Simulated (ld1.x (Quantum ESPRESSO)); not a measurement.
## In (Z = 49), TM: configuration errors across variants

```
Element                 : indium
Generator               : ld1.x (Quantum ESPRESSO) 7.5
Type                    : norm-conserving Troullier–Martins (Kleinman–Bylander form)
Functional              : PBE
Relativity              : non-relativistic
Frozen core             : [Kr]
Valence charge          : 13
Reference configuration : 4d10 5s2 5p1
Partial waves           : 5s (bound): rc 2.45 bohr; 5p (bound): rc 3.10 bohr; 4d (bound): rc 1.45 bohr
Local potential         : all-electron potential smoothed inside 1.75 bohr (lloc = -1)
Core correction         : Bessel-smoothed model core inside 1.30 bohr
```

All-electron excitation energies from the reference (eV): (1) 4d10 5s2 5p0 5.430; (2) 4d10 5s1 5p0 23.809; (3) 4d10 5s0 5p0 50.944; (4) 4d9 5s0 5p0 107.992; (5) 4d10 5s2 5p1.3 -0.556; (6) 4d10 5s1 5p1 11.266; (7) 4d10 5s0 5p3 10.535.

A true bound ghost makes a file unfit for plane-wave use even where its test errors are small: the radial tests pick states by their node count and pass the ghost by. Where a test does run into it, the solver fails or the error is huge.

Errors AE − PS in meV (a dash: test not solved or not reliable):

```csv
change,(1),(2),(3),(4),(5),(6),(7),bound ghosts
base,-1.7,-16,-59,-133,+0.1,+4.2,+8.0,s
local potential all-electron potential smoothed inside 1.22 bohr (lloc = -1),-0.5,-9.0,-59,-106,+0.1,+0.7,+0.9,"s, p"
local potential all-electron potential smoothed inside 1.84 bohr (lloc = -1),-2.4,-20,-59,-142,+0.1,+2.1,+6.7,s
local potential all-electron potential smoothed inside 2.18 bohr (lloc = -1),+0.5,-1.3,-60,-192,+0.1,+5.2,+4.6,none
local potential all-electron potential smoothed inside 2.34 bohr (lloc = -1),-0.2,-6.7,-61,-226,+0.1,+3.6,+3.8,none
local potential all-electron potential smoothed inside 2.68 bohr (lloc = -1),-0.8,-11,-64,-293,+0.1,+1.8,+2.6,none
local potential all-electron potential smoothed inside 2.94 bohr (lloc = -1),-1.4,-15,-68,-349,+0.1,+0.2,+1.4,none
local potential all-electron potential smoothed inside 3.20 bohr (lloc = -1),-2.0,-20,–,-392,0.0,-1.6,+0.1,none
local potential all-electron potential smoothed inside 3.50 bohr (lloc = -1),-3.4,-28,-76,-448,0.0,-5.7,-2.5,none
```

(1) Give the same row for: local potential all-electron potential smoothed inside 1.46 bohr (lloc = -1).

Answers

(1) -0.9, -12, -59, -114, -0.2, –, –; bound ghosts: s, p. Not counted: 4d10 5s1 5p1 (solver errors, printed error -3.4 eV); 4d10 5s0 5p3 (solver errors, printed error -1548 eV).
